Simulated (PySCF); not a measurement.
**Computed properties of C2H6BF2N, SMILES NB(CF)CF**

C₂H₆BF₂N, SMILES NB(CF)CF. Geometry: B3LYP-D3(BJ)/def2-SVP. The structure was generated by enumeration, and PubChem lists no compound with its InChIKey, so it may never have been made. One conformer was computed; it need not be the lowest. All values are computed for the isolated molecule unless a solvent is named; none is compared with measurement here.

**Structure.** The optimised structure has C2v symmetry. All 30 harmonic modes at B3LYP-D3(BJ)/def2-SVP (PySCF) are real, so it is a minimum. With heavy atoms numbered as in [NH2:1][B:2]([CH2:3][F:4])[CH2:5][F:6], the shortest bond between them is N1–B2 at 1.385 Å and the longest B2–C5 at 1.587 Å.

**Vibrations.** The strongest infrared lines (harmonic, unscaled, degenerate partners summed) lie at 1588 cm⁻¹ (174 km/mol, H 52 %, N 27 %, B 21 %), 605 cm⁻¹ (165 km/mol, H 78 %, N 20 %), 1028 cm⁻¹ (155 km/mol, C 42 %, F 37 %, H 11 %). The softest mode is at 88 cm⁻¹ and the zero-point energy is 57.4 kcal/mol.

**Electronic structure.** PBE0/def2-TZVP (PySCF) places the frontier levels at -8.53 and 0.62 eV, a gap of 9.15 eV, and gives a dipole moment of 0.54 D and a mean polarisability of 46.8 bohr³. PBE/def2-TZVP (PySCF) at the same geometry gives -6.88 and -0.39 eV, so its gap is 2.66 eV narrower. An orbital gap is neither the optical nor the fundamental gap.

**Excitations.** TDDFT-M06-2X/def2-SVPD (PySCF) has S1 at 7.63 eV (162 nm, f = 0.000, dark); the most intense of the 10 singlets computed lies at 8.45 eV (f = 0.26). T1 (TDA) is at 6.43 eV. TDDFT-PBE/def2-SVPD (PySCF) puts S1 at 6.58 eV. No vertical singlet excitation falls in the visible range (under 3.1 eV).

**NMR.** GIAO shifts at PBE0/pcSseg-1 (PySCF) (non-relativistic, atoms alike by connectivity averaged): ¹³C at 81.1 ppm against TMS; ¹H from 4.8 to 5.0 ppm against TMS; ¹⁹F at -313.3 ppm against CFCl3; ¹¹B at 30.8 ppm against BF3.
